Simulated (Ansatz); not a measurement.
RuO4(NH3) (RuNO4H3), relaxed as a singlet with RKS PBE-D4/def2-SVP in Ansatz, starting from the GFN2-xTB geometry. Force threshold 0.02 eV/Å.

In the def2 sets Ru takes a core potential; there is no spin–orbit coupling. The restricted singlet is unstable towards broken spin symmetry at other levels; at PBE-D4/def2-SVP this wasn't settled.

Start:

```xyz
9

Ru   -0.109    1.163   -0.327
O    -0.256    2.712   -0.761
N     0.123   -1.307    0.367
H    -0.035   -1.409    1.365
H     1.054   -1.652    0.151
H    -0.556   -1.878   -0.128
O     1.039    1.186    0.812
O     0.322    0.416   -1.694
O    -1.581    0.770    0.215
```

Q: Estimate the energy that the relaxation releases and the steps that it takes.

A: 20.1 kcal/mol, in 6 steps; 7 s on 4 threads of Arm Neoverse V1 on a shared host. No frequencies were taken in this run, so the end may be a saddle point.

Q: Does the start keep its bonding and symmetry?

A: By distances, no bond broke or formed. The bond that changes most is Ru1–O9, from 1.62 to 1.71 Å (atoms count from 1). Point group C3 at the start, C3 at the end, both within 0.05 Å.

Q: Predict the relaxed structure.

A: 
```xyz
9

Ru   -0.1067    1.1394   -0.3199
O    -0.2599    2.7690   -0.7778
N     0.1201   -1.2786    0.3594
H    -0.0517   -1.4024    1.3657
H     1.0631   -1.6365    0.1587
H    -0.5514   -1.8710   -0.1459
O     1.1113    1.1770    0.8751
O     0.3387    0.3606   -1.7719
O    -1.6634    0.7425    0.2567
```
Bond lengths: 4 × O–Ru 1.70 to 1.71 Å; 1 × N–Ru 2.52 Å; 3 × H–N 1.03 Å.
